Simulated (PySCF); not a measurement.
**Computed properties of C2H5FOSi2, SMILES O=C1C[SiH2][Si@@H]1F**

C₂H₅FOSi₂, SMILES [SiH2]1[Si@H](F)C(C1)=O. Geometry: B3LYP-D3(BJ)/def2-SVP. The structure was generated by enumeration; whether it is a known compound was not checked. The values are those of a single conformer. All values are computed for the isolated molecule unless a solvent is named; none is compared with measurement here.

**Structure.** All 27 harmonic modes at B3LYP-D3(BJ)/def2-SVP (PySCF) are real, so it is a minimum. With heavy atoms numbered as in [O:1]=[C:2]1[CH2:3][SiH2:4][Si@@H:5]1[F:6], the shortest bond between them is O1–C2 at 1.204 Å and the longest Si4–Si5 at 2.358 Å.

**Vibrations.** The strongest infrared lines (harmonic, unscaled, degenerate partners summed) lie at 1817 cm⁻¹ (203 km/mol, C 60 %, O 39 %), 883 cm⁻¹ (187 km/mol, Si 42 %, F 42 %, H 13 %), 2233 cm⁻¹ (108 km/mol, H 97 %). The softest mode is at 64 cm⁻¹ and the zero-point energy is 40.2 kcal/mol.

**Electronic structure.** PBE0/def2-TZVP (PySCF) places the frontier levels at -6.85 and -2.17 eV, a gap of 4.68 eV, and gives a dipole moment of 2.58 D and a mean polarisability of 78.2 bohr³. PBE/def2-TZVP (PySCF) at the same geometry gives -5.54 and -3.14 eV, so its gap is 2.28 eV narrower. An orbital gap is neither the optical nor the fundamental gap.

**Excitations.** TDA-M06-2X/def2-SVPD (PySCF) has S1 at 2.84 eV (437 nm, f = 0.001, dark); the most intense of the 10 singlets computed lies at 7.00 eV (f = 0.13). T1 (TDA) is at 2.36 eV, 0.48 eV under S1. TDA-PBE/def2-SVPD (PySCF) puts S1 at 2.68 eV.

**NMR.** GIAO shifts at PBE0/pcSseg-1 (PySCF) (non-relativistic, atoms alike by connectivity averaged): ¹³C from 57.2 to 232.8 ppm against TMS; ¹H from 3.4 to 6.5 ppm against TMS; ²⁹Si from -91.4 to 54.4 ppm against TMS; ¹⁹F at -230.0 ppm against CFCl3.

**Solvation.** SMD-B3LYP/def2-SVP (PySCF) gives -1.5 kcal/mol in water, -4.2 kcal/mol in dimethylsulfoxide, -4.4 kcal/mol in 2-propanol (1 M in both phases, gas-phase geometry).
